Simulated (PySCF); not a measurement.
## Selenium: a sound run and one with changed settings

Sound run: Se⁺ [Ar] 3d10 4s2 4p3, Se²⁺ [Ar] 3d10 4s2 4p2. All numbers are calculated (PySCF 2.14, no relativity, point nucleus, in 6-31G*). The sound run starts from symmetry-adapted Hartree-Fock orbitals and uses a fine grid where one is needed.

A second run was set up differently.

```tsv
species	method	sound run (hartree)	changed run (hartree)	converged
Se⁺	UHF	-2399.21035	-2399.21035	yes
Se⁺	M06-2X	-2400.87026	-2401.21303	yes
Se⁺	M06-L	-2400.76023	-2403.81431	yes
Se²⁺	UHF	-2398.44268	-2398.44268	yes
Se²⁺	M06-2X	-2400.08570	-2400.42857	yes
Se²⁺	M06-L	-2399.98411	-2403.00368	no
```

Ionisation energy of Se⁺:

```json
{"method": "UHF", "sound run (eV)": "20.889", "changed run (eV)": "20.889"}
{"method": "M06-2X", "sound run (eV)": "21.349", "changed run (eV)": "21.346"}
```

(1) What was changed?
A. level shift left on
B. a valence shell is frozen
C. angular grid far too coarse
D. minimal basis

Results:

(1) C. It used 6 angular points. A coarse angular grid integrates products of high-l functions wrongly, so density functionals can shift, and the SCF can exploit the error; Hartree-Fock and MP2 need no grid.
